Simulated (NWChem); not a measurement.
# GaNH$_{3}$Br; SMILES [NH2][GaH][Br]

```xyz
6

Ga    -0.3801     0.8954     0.0000
H     -1.8487     1.3929     0.0000
Br     0.0874    -1.3545     0.0000
N      1.0731     1.9556     0.0000
H      2.0217     1.6005     0.0000
H      1.0392     2.9676     0.0000
```
Atoms are numbered in this order, from 1.

Program: NWChem. Pople sets run with spherical d functions. All runs use the structure optimised with PBE0/def2-SVP. Total energies compare along this basis series because the functional is fixed.

```
level           basis functions  energy (Ha)  highest occupied level (eV)  orbital gap (eV)  dipole (D)
--------------  ---------------  -----------  ---------------------------  ----------------  ----------
B3LYP/STO-3G                 44   -4504.1136                        -1.77              3.07        2.72
B3LYP/3-21G                  59   -4533.5737                        -6.91              6.31        3.11
B3LYP/6-31G*                 84   -4555.1212                        -7.25              6.33        2.79
B3LYP/6-311G**              124   -4555.6657                        -7.36              6.37        2.73
```
